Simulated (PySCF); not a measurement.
A geometry optimisation, step by step.

C7H14Si2.
Numbering: `[SiH3:1][C:2]#[C:3][SiH2:4][CH:5]1[CH2:6][CH2:7][CH2:8][CH2:9]1` (hydrogens: H10, H11, H12 on Si1; H13, H14 on Si4; H15 on C5; H16, H17 on C6; H18, H19 on C7; H20, H21 on C8; H22, H23 on C9)

Computed by this run: PBE0-D3(BJ)/def2-SVP geometry optimisation, gas phase (PySCF 2.14.0); density fitting, grid level 1; the optimiser is geomeTRIC in internal coordinates, started from a GFN2-xTB structure. The frame can shift and turn from step to step; on so coarse a grid that alone can change the energy by a few meV, and forces under 0.02 eV/Å are noise.

Step 0: E = -23215.8264 eV, largest atomic force 1.632 eV/Å
```
atom  x, y, z in Å  |  force x, y, z in eV/Å
Si1     4.158   -1.032    0.247   -0.710   0.522  -0.306
C2      2.766    0.023   -0.358    1.218  -0.943   0.539
C3      1.856    0.718   -0.755   -1.133   0.957  -0.566
Si4     0.418    1.743   -1.312   -0.380  -0.739   0.630
C5     -1.131    0.980   -0.511    0.416  -0.089  -0.042
C6     -1.394   -0.474   -0.905   -0.331   0.193   0.155
C7     -2.415   -0.930    0.133    0.430   0.171   0.099
C8     -1.928   -0.292    1.439   -0.015   0.075  -0.360
C9     -1.070    0.919    1.023   -0.135  -0.058  -0.097
H10     5.268   -0.154    0.627    0.432   0.232   0.145
H11     4.553   -1.935   -0.839    0.201  -0.333  -0.316
H12     3.689   -1.798    1.405   -0.093  -0.290   0.397
H13     0.607    3.123   -0.844    0.128   0.460   0.067
H14     0.321    1.692   -2.776    0.044   0.049  -0.476
H15    -2.015    1.562   -0.796   -0.158   0.267  -0.189
H16    -0.478   -1.062   -0.809    0.343  -0.233  -0.016
H17    -1.761   -0.571   -1.927   -0.038  -0.099  -0.390
H18    -3.400   -0.541   -0.131   -0.332   0.083  -0.118
H19    -2.487   -2.015    0.205   -0.122  -0.382  -0.016
H20    -2.765    0.003    2.072   -0.234   0.040   0.276
H21    -1.323   -1.004    2.002    0.154  -0.216   0.243
H22    -0.041    0.775    1.355    0.333   0.005   0.162
H23    -1.432    1.846    1.467   -0.016   0.329   0.177
```

Step 1: E = -23215.9102 eV, largest atomic force 0.133 eV/Å
```
atom  x, y, z in Å  |  force x, y, z in eV/Å
Si1     4.133   -1.111    0.223   -0.003  -0.049   0.048
C2      2.722   -0.084   -0.341    0.047   0.039  -0.057
C3      1.791    0.613   -0.729   -0.025  -0.082   0.086
Si4     0.305    1.586   -1.221    0.049   0.082  -0.092
C5     -1.215    0.814   -0.419   -0.017   0.055  -0.032
C6     -1.482   -0.642   -0.815    0.067  -0.057  -0.071
C7     -2.501   -1.094    0.226   -0.089  -0.056  -0.010
C8     -2.021   -0.451    1.534   -0.021  -0.036   0.091
C9     -1.163    0.768    1.121    0.062   0.052   0.053
H10     5.282   -0.240    0.609   -0.033   0.012  -0.014
H11     4.563   -2.036   -0.868   -0.026   0.026   0.000
H12     3.709   -1.917    1.407    0.011   0.015  -0.023
H13     0.518    3.001   -0.783   -0.041  -0.042   0.020
H14     0.222    1.573   -2.716   -0.042  -0.020   0.043
H15    -2.091    1.417   -0.729    0.064  -0.002  -0.009
H16    -0.555   -1.238   -0.720   -0.037   0.032   0.000
H17    -1.836   -0.752   -1.853    0.011   0.003   0.027
H18    -3.497   -0.702   -0.048    0.039  -0.011   0.009
H19    -2.596   -2.189    0.296   -0.001   0.034  -0.006
H20    -2.863   -0.165    2.183    0.022  -0.012  -0.017
H21    -1.412   -1.165    2.112   -0.017   0.026  -0.019
H22    -0.125    0.632    1.470   -0.031   0.006  -0.013
H23    -1.520    1.710    1.565    0.009  -0.017  -0.015
```

Step 2: E = -23215.9125 eV, largest atomic force 0.074 eV/Å
```
atom  x, y, z in Å  |  force x, y, z in eV/Å
Si1     4.128   -1.115    0.224    0.004  -0.025   0.023
C2      2.719   -0.087   -0.338    0.021   0.030  -0.038
C3      1.788    0.609   -0.724   -0.035  -0.027   0.040
Si4     0.306    1.586   -1.221    0.047   0.036  -0.045
C5     -1.211    0.815   -0.420   -0.010  -0.016   0.020
C6     -1.476   -0.643   -0.815    0.006  -0.004  -0.004
C7     -2.498   -1.094    0.226   -0.007  -0.006   0.001
C8     -2.020   -0.449    1.535   -0.002  -0.004   0.006
C9     -1.161    0.771    1.122   -0.001   0.003   0.000
H10     5.273   -0.238    0.604   -0.003   0.007  -0.002
H11     4.552   -2.034   -0.873   -0.005   0.003  -0.005
H12     3.710   -1.923    1.407    0.003   0.001  -0.002
H13     0.508    3.000   -0.779   -0.009  -0.005   0.015
H14     0.212    1.570   -2.713   -0.014  -0.011   0.003
H15    -2.083    1.419   -0.734    0.008   0.006  -0.008
H16    -0.549   -1.236   -0.716   -0.002   0.006   0.006
H17    -1.826   -0.755   -1.853   -0.003   0.000   0.001
H18    -3.492   -0.704   -0.052    0.005   0.006   0.002
H19    -2.593   -2.189    0.295    0.001   0.000   0.001
H20    -2.863   -0.164    2.182   -0.001   0.001  -0.003
H21    -1.412   -1.162    2.115    0.003   0.002  -0.004
H22    -0.124    0.635    1.471   -0.002  -0.003  -0.004
H23    -1.518    1.713    1.563   -0.004  -0.001  -0.002
```

Step 3: E = -23215.9128 eV, largest atomic force 0.033 eV/Å
```
atom  x, y, z in Å  |  force x, y, z in eV/Å
Si1     4.133   -1.118    0.221   -0.002  -0.003   0.003
C2      2.722   -0.089   -0.338    0.015   0.014  -0.020
C3      1.788    0.606   -0.720   -0.024  -0.010   0.020
Si4     0.309    1.585   -1.220    0.013   0.006  -0.011
C5     -1.209    0.815   -0.420    0.001  -0.016   0.014
C6     -1.474   -0.644   -0.812   -0.008   0.007   0.004
C7     -2.500   -1.093    0.225    0.009   0.002   0.000
C8     -2.025   -0.447    1.536    0.001   0.003  -0.006
C9     -1.165    0.773    1.122   -0.009   0.001  -0.007
H10     5.276   -0.236    0.598    0.003   0.000   0.000
H11     4.553   -2.032   -0.881    0.002  -0.002  -0.001
H12     3.721   -1.927    1.404   -0.001  -0.001   0.002
H13     0.507    2.998   -0.774    0.003   0.001   0.005
H14     0.211    1.566   -2.711   -0.001  -0.003  -0.003
H15    -2.079    1.419   -0.738   -0.005   0.003  -0.005
H16    -0.547   -1.237   -0.709    0.005  -0.002   0.003
H17    -1.820   -0.758   -1.851   -0.001  -0.002  -0.003
H18    -3.492   -0.702   -0.056   -0.003   0.005  -0.001
H19    -2.596   -2.188    0.296   -0.001  -0.003   0.000
H20    -2.870   -0.160    2.179   -0.002   0.001   0.002
H21    -1.419   -1.158    2.118    0.004  -0.002   0.001
H22    -0.129    0.637    1.475    0.004  -0.001   0.001
H23    -1.523    1.716    1.561   -0.002   0.001   0.001
```

Step 4: E = -23215.9128 eV, largest atomic force under 0.02 eV/Å
```
atom  x, y, z in Å  |  force x, y, z in eV/Å
Si1     4.141   -1.118    0.216   -0.004   0.005  -0.004
C2      2.727   -0.090   -0.339    0.012   0.006  -0.010
C3      1.789    0.603   -0.715   -0.012  -0.006   0.012
Si4     0.311    1.583   -1.217   -0.008  -0.005   0.004
C5     -1.209    0.813   -0.419    0.005  -0.003   0.001
C6     -1.473   -0.646   -0.810   -0.006   0.006   0.004
C7     -2.504   -1.092    0.225    0.007   0.002   0.001
C8     -2.032   -0.444    1.536    0.000   0.002  -0.005
C9     -1.170    0.775    1.123   -0.005   0.000  -0.006
H10     5.283   -0.235    0.591    0.003  -0.003   0.001
H11     4.559   -2.030   -0.889    0.002  -0.002   0.001
H12     3.733   -1.930    1.399   -0.002  -0.001   0.002
H13     0.509    2.995   -0.769    0.005   0.002  -0.001
H14     0.213    1.562   -2.708    0.004   0.003  -0.003
H15    -2.077    1.418   -0.742   -0.005  -0.001  -0.002
H16    -0.547   -1.239   -0.701    0.003  -0.003   0.000
H17    -1.816   -0.762   -1.850    0.001  -0.002  -0.002
H18    -3.494   -0.699   -0.060   -0.002   0.002  -0.001
H19    -2.601   -2.186    0.298   -0.002  -0.002   0.000
H20    -2.879   -0.155    2.176   -0.001  -0.001   0.002
H21    -1.428   -1.154    2.121    0.001  -0.002   0.001
H22    -0.135    0.639    1.480    0.002   0.001   0.002
H23    -1.529    1.719    1.559    0.001   0.001   0.001
```

Q: Summarise the path.

A: The energy falls by 0.0864 eV from step 0 to step 4; nine tenths of that is first reached at step 1. It falls at every step. The largest force goes from 1.632 to under 0.02 eV/Å. Among the bonds Si1–H10 changes most (a near tie, within 0.001 Å, with another), from 1.465 to 1.492 Å; the atoms move by 0.055 Å rms after alignment.

Q: Follow the three bonds and two angles with the largest change from start to end.

A: 
```
step  E above end (eV)  largest force (eV/Å)  Si1–H10 (Å)  Si1–H12 (Å)  Si1–H11 (Å)  Si4–C5–H15 (°)  H13–Si4–H14 (°)
   0            0.0864                 1.632        1.465        1.466        1.466           109.5            111.0
   1            0.0027                 0.133        1.493        1.494        1.493           107.2            108.0
   2            0.0003                 0.074        1.492        1.492        1.492           106.9            108.3
   3            0.0000                 0.033        1.492        1.492        1.492           106.7            108.6
   4            0.0000            under 0.02        1.492        1.492        1.492           106.6            108.8
```

What follows is the cost of the whole optimisation. Hardware: one thread of an Arm Neoverse N1, no GPU, shared host. Cost: 3.4 min wall, 0.88 GiB resident at most.
